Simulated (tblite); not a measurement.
Input of a run (GFN2-xTB geometry optimisation, gas phase (tblite 0.8.0)), started from a force field or distance geometry:
```
{"job": {"kind": "relax", "xc": "GFN2-xTB", "basis": "xTB"}, "charge": 0, "multiplicity": 1}
C      3.139800    -0.789800     0.173300
Si     1.270000    -0.908100    -0.116700
N      0.427800     0.045300     1.128100
C     -0.231200     1.182200     0.512600
Si    -1.461000     0.592700    -0.732100
N     -2.399800    -0.831800    -0.165200
C     -2.693200     1.916900    -1.067000
N     -3.486000     2.752600    -1.266200
H      3.597500    -1.598800    -0.403000
H      3.370500    -0.840500     1.252900
H      3.505400     0.196400    -0.214800
H      1.045400    -0.360300    -1.442200
H      0.867000    -2.321600     0.034200
H     -0.310100    -0.528000     1.611000
H      0.481600     1.842300     0.025300
H     -0.815700     1.723500     1.325000
H     -0.786400     0.323800    -2.013400
H     -3.422300    -0.696800    -0.359100
H     -2.108900    -1.690800    -0.704900
```

Output (eV, eV/Å):
```
step      E/eV     max force
  0    -658.30693    3.350
  1    -658.31223   10.313
  2    -658.64711    1.491
  3    -658.71129    0.977
  4    -658.75380    0.459
  5    -658.81450    1.110
  6    -658.84636    0.917
  7    -658.88528    0.419
  8    -658.91444    0.507
  9    -658.94052    0.521
 10    -658.95674    0.322
 11    -658.96933    0.319
 12    -658.98290    0.408
 13    -658.99889    0.481
 14    -659.01438    0.366
 15    -659.02619    0.225
 16    -659.03485    0.218
 17    -659.04349    0.292
 18    -659.05295    0.253
 19    -659.06177    0.171
 20    -659.06919    0.176
 21    -659.07508    0.179
 22    -659.08030    0.187
 23    -659.08636    0.180
 24    -659.09227    0.144
 25    -659.09685    0.155
 26    -659.10109    0.166
 27    -659.10645    0.196
 28    -659.11329    0.196
 29    -659.11970    0.183
 30    -659.12457    0.210
 31    -659.12761    0.148
 32    -659.13062    0.196
 33    -659.13461    0.206
 34    -659.13970    0.273
 35    -659.14588    0.178
 36    -659.15174    0.150
 37    -659.15583    0.193
 38    -659.15781    0.114
 39    -659.16006    0.098
 40    -659.16378    0.122
 41    -659.16626    0.141
 42    -659.16910    0.185
 43    -659.17136    0.102
 44    -659.17379    0.164
 45    -659.17589    0.108
 46    -659.17740    0.099
 47    -659.17817    0.104
 48    -659.17927    0.078
 49    -659.18049    0.079
 50    -659.18172    0.072
 51    -659.18262    0.088
 52    -659.18342    0.084
 53    -659.18425    0.089
 54    -659.18515    0.104
 55    -659.18605    0.083
 56    -659.18709    0.102
 57    -659.18833    0.093
 58    -659.18960    0.121
 59    -659.19063    0.101
 60    -659.19148    0.077
 61    -659.19240    0.086
 62    -659.19355    0.096
 63    -659.19480    0.115
 64    -659.19585    0.080
 65    -659.19664    0.061
 66    -659.19732    0.071
 67    -659.19800    0.081
 68    -659.19863    0.065
 69    -659.19916    0.060
 70    -659.19967    0.055
 71    -659.20024    0.062
 72    -659.20092    0.057
 73    -659.20167    0.069
 74    -659.20248    0.094
 75    -659.20331    0.073
 76    -659.20411    0.068
 77    -659.20476    0.050
 78    -659.20532    0.053
 79    -659.20596    0.074
 80    -659.20680    0.075
 81    -659.20774    0.079
 82    -659.20856    0.058
 83    -659.20918    0.055
 84    -659.20967    0.054
 85    -659.21014    0.060
 86    -659.21069    0.076
 87    -659.21131    0.084
 88    -659.21194    0.095
 89    -659.21265    0.073
 90    -659.21346    0.063
 91    -659.21448    0.113
 92    -659.21558    0.122
 93    -659.21674    0.190
 94    -659.21766    0.080
 95    -659.21868    0.128
 96    -659.21965    0.074
 97    -659.22077    0.214
 98    -659.22186    0.139
 99    -659.22315    0.147
100    -659.22456    0.073
101    -659.22507    0.060
102    -659.22554    0.048
103    -659.22630    0.081
104    -659.22679    0.059
105    -659.22750    0.068
106    -659.22796    0.051
107    -659.22831    0.041
108    -659.22868    0.060
109    -659.22930    0.077
110    -659.23019    0.092
111    -659.23100    0.069
112    -659.23144    0.045
113    -659.23172    0.043
114    -659.23195    0.061
115    -659.23233    0.068
116    -659.23284    0.062
117    -659.23344    0.043
118    -659.23380    0.049
119    -659.23412    0.054
120    -659.23452    0.049
121    -659.23502    0.054
122    -659.23552    0.048
123    -659.23588    0.056
124    -659.23614    0.041
125    -659.23640    0.045
126    -659.23683    0.062
127    -659.23751    0.064
128    -659.23830    0.062
129    -659.23907    0.065
130    -659.23973    0.052
131    -659.24024    0.051
132    -659.24064    0.055
133    -659.24114    0.053
134    -659.24200    0.070
135    -659.24332    0.100
136    -659.24527    0.124
137    -659.24701    0.164
138    -659.24720    0.189
139    -659.24934    0.095
140    -659.25009    0.085
141    -659.25100    0.062
142    -659.25279    0.126
143    -659.25413    0.108
144    -659.25562    0.082
145    -659.25632    0.070
146    -659.25697    0.067
147    -659.25777    0.107
148    -659.25866    0.081
149    -659.25971    0.090
150    -659.26084    0.080
151    -659.26188    0.088
152    -659.26276    0.073
153    -659.26350    0.052
154    -659.26410    0.061
155    -659.26463    0.058
156    -659.26523    0.071
157    -659.26606    0.076
158    -659.26704    0.070
159    -659.26803    0.106
160    -659.26888    0.087
161    -659.26961    0.080
162    -659.27013    0.057
163    -659.27065    0.047
164    -659.27109    0.048
165    -659.27148    0.048
166    -659.27195    0.055
167    -659.27238    0.053
168    -659.27258    0.040
169    -659.27270    0.026
170    -659.27279    0.028
171    -659.27291    0.026
172    -659.27302    0.030
173    -659.27316    0.029
174    -659.27324    0.020
175    -659.27329    0.019
176    -659.27334    0.015
177    -659.27339    0.020
178    -659.27343    0.023
179    -659.27348    0.020
180    -659.27351    0.016
181    -659.27355    0.010
182    -659.27358    0.013
183    -659.27360    0.012
184    -659.27362    0.011
185    -659.27363    0.011
186    -659.27364    0.010
```

Summarise the run.

The energy falls by 22.3 kcal/mol over 186 L-BFGS steps, the largest force on an atom goes from 3.35 to 0.010 eV/Å, and the atoms move by 0.791 Å rms after alignment. The bond that changes most is Si5–N6 (SiH silicon to silicon-bound nitrogen), which shortens by 0.078 Å. Bonds longer at the end by more than 0.005 Å: 3 of 18; shorter: 11. Among the angles that change most is Si2–N3–C4, from 109.8° to 124.6°. Among the dihedrals that turn most is H12–Si2–N3–C4, from -3° to -71°. The energy never rose by more than 1e-5 eV on the way. The first step brought 1 % of the lowering.

What are the final bond lengths?

C1–Si2 1.894 Å, Si2–N3 1.719 Å, N3–C4 1.452 Å, C4–Si5 1.914 Å, Si5–N6 1.720 Å, Si5–C7 1.868 Å, C7≡N8 1.145 Å, C1–H9 1.086 Å, C1–H10 1.086 Å, C1–H11 1.086 Å, Si2–H12 1.481 Å, Si2–H13 1.464 Å, N3–H14 1.009 Å, C4–H15 1.090 Å, C4–H16 1.095 Å, Si5–H17 1.471 Å, N6–H18 1.008 Å, N6–H19 1.008 Å. Numbering counts from 1 in the input's order; the species is `C[SiH2]NC[Si@@H](N)C#N`.

Time: 3.0 s of wall time. Hardware: an Arm Neoverse N1 with one thread, no GPU, on a shared host.

Its lowest GFN2-xTB frequency is 11 cm⁻¹, too small to tell a flat minimum from a shallow saddle. The numbers are those of one conformer. 3 starts were optimised and ended at 0.00, 0.19 and 0.50 kcal/mol (GFN2-xTB); the lowest of these is shown.

The numbers are calculated, not measured.
